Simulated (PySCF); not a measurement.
Spectroscopy problems

Theoretical values (PySCF): geometry from GFN2-xTB, σ from GIAO-PBE0/pcSseg-1. Isolated molecule, non-relativistic Hamiltonian, averaged over atoms made equivalent by symmetry, fast rotation or ring inversion, a single conformation.

δ = σ(ref) − σ, references computed at the same level: ¹H (σ = 31.72 ppm), ¹³C (σ = 186.93 ppm) against TMS. Splittings of carbon signals by F and P are missing where no couplings were computed. Where no couplings were computed, multiplicities follow the n + 1 count of equivalent neighbours, and m marks all less simple cases (inequivalent or close neighbours, rings, F or P nearby). Shifts are as computed. Against solution values, carbons near 30 ppm lie about +3 ppm off and those near 130 ppm about +5 ppm. Of 1211 compounds with measured shifts, 218 miss one by over three times the rms of a fit or turn the order of signals round; such compounds aren't used in these exercises.

(1) C6H5FSi. ¹H NMR (500 MHz, computed): δ 6.34 (m, 1H), 4.81 (m, 2H), 3.13 (d, 1H), 2.01 (t, 1H). ¹³C{¹H} NMR (computed): δ 188.4 (C), 114.8 (CH), 105.4 (CH), 97.9 (CH), 83.0 (C), 81.7 (C). Give a structure.

(2) C5H8OSi. ¹H NMR (500 MHz, computed): δ 6.57 (d, 1H), 6.15 (br s, 1H), 5.70 (br s, 1H), 5.33 (s, 2H), 4.77 (m, 1H), 3.14 (m, 2H). ¹³C{¹H} NMR (computed): δ 149.1 (C), 149.1 (CH), 132.9 (CH2), 107.3 (CH), 38.3 (CH2). Identify the compound.

Results:

(1) SMILES C#C/C=C(/F)[SiH2]C#C. The formula gives 5 degrees of unsaturation (no ring in the answer). 6 carbon signals for 6 carbons: no two carbons are equivalent. Carbon types of the structure: 3 × C, 3 × CH, leaving 2 H on heteroatoms. δC 188.4: fully substituted alkene carbon. δC 114.8: alkene CH; as expected for a trigonal carbon in a double bond. δC 105.4, 97.9: terminal alkyne carbon. δC 83.0, 81.7: alkyne carbon; the triple bond shields along its axis, which puts it between sp3 and sp2 carbons.

The data come from this structure; uniqueness wasn't tested.

(2) `O1C=CCC(=C)[SiH2]1`. Rings plus π bonds: 3 (1 ring in the answer). 5 carbon signals for 5 carbons: no two carbons are equivalent. Carbon types of the structure: 1 × C, 2 × CH, 2 × CH2, leaving 2 H on heteroatoms. δC 149.1: fully substituted alkene carbon; an sp2 carbon of a C=C bond. δC 149.1: alkene carbon bearing oxygen; an sp2 carbon further deshielded by the attached heteroatom. δC 132.9: terminal =CH2 carbon; as expected for a trigonal carbon in a double bond. δC 107.3: β carbon of an enol-ether or enamine type C=C; the O or N lone pair pushes π density onto this β carbon and shields it.

The shifts were computed for this structure.
